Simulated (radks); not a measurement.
The numbers below are computed, except where a source is named.
The manganese ion Mn2+ inside a hard spherical wall (all orbitals vanish at R), configuration held at [Ar] 3d5 and not refilled when levels cross. Code: a radial shooting solver on a logarithmic mesh with Libxc functionals. Model: non-relativistic Kohn-Sham, LDA (Slater exchange, VWN5 correlation), spin-polarised, spherical densities, point nucleus; open shells are filled with parallel spins first. Eigenvalues in eV for spin up, with the zero of energy where the potential of the charges vanishes at infinity; a dash marks a level that is unbound or too diffuse for the functional's potential to be trusted. A positive occupied level is held by the wall or, in an anion where self-interaction has pushed it up, behind a barrier. The pressure on the wall is -dE/dV.

| R (bohr) | E (hartree) | kinetic (hartree) | e(2p) | e(3s) | e(3p) | e(3d) | e(4s, empty) | e(4p, empty) | pressure (GPa) |
|---|---|---|---|---|---|---|---|---|---|
| free | -1147.76901 | 1146.372 | -645.10 | -103.13 | -73.573 | -26.242 | -19.897 | -14.210 | 0 |
| 20 | -1147.76901 | 1146.372 | -645.10 | -103.13 | -73.573 | -26.242 | -19.897 | -14.210 | < 0.0001 |
| 12 | -1147.76901 | 1146.372 | -645.10 | -103.13 | -73.573 | -26.242 | -19.897 | -14.210 | < 0.0001 |
| 8 | -1147.76901 | 1146.372 | -645.10 | -103.13 | -73.573 | -26.242 | -19.895 | -14.191 | 0.000112 |
| 5 | -1147.76740 | 1146.389 | -644.99 | -103.03 | -73.485 | -26.153 | -19.359 | -12.950 | 0.347 |
| 4 | -1147.75346 | 1146.494 | -644.38 | -102.55 | -73.016 | -25.658 | -17.143 | -9.478 | 5.10 |
| 2 | -1145.70984 | 1156.478 | -619.09 | -85.473 | -55.297 | -4.332 | 61.955 | 78.325 | 3570 |
